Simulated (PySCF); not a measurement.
Gas-phase reaction: C2F4 + 2 F ⇌ C2F6

Energies from PySCF (xtb for GFN2), thermal terms from the rigid-rotor harmonic-oscillator model, ideal gas at 1 bar. † marks an energy on the PBE0/def2-TZVP geometry and frequencies; other levels use their own. 6-31G* has spherical d functions here. Open shells (unrestricted): F (multiplicity 2, electronic degeneracy 6); the rest are closed-shell singlets. GFN2 has no spin-polarisation term. Spin-orbit splitting is ignored; it lowers the true energy and changes the entropy of F. B3LYP is the form with VWN-RPA correlation. The harmonic model lacks anharmonicity and excited electronic states, which grow with temperature; levels with a mode under 35 cm⁻¹ are left out. Internal rotation in C2F6 is treated as a harmonic vibration of one conformer, which makes the entropy rough.

| level | ΔE electronic, kJ | ΔH°(298 K), kJ | ΔS°(298 K), J/K | ΔG°(1600 K), kJ |
|---|---|---|---|---|
| B3LYP/6-31G* | -852 | -840 | -286 | -377 |
| B3LYP/def2-TZVP† | -802 | -790 | -288 | -324 |
| GFN2-xTB | -702 | -693 | -280 | -243 |
| HF/6-31G* | -630 | -615 | -290 | -144 |
| HF/def2-TZVP† | -598 | -586 | -288 | -120 |
| LDA/def2-TZVP† | -1034 | -1022 | -288 | -556 |
ΔH° is lowest at LDA/def2-TZVP† and highest at HF/def2-TZVP†. No reference value is set beside these.
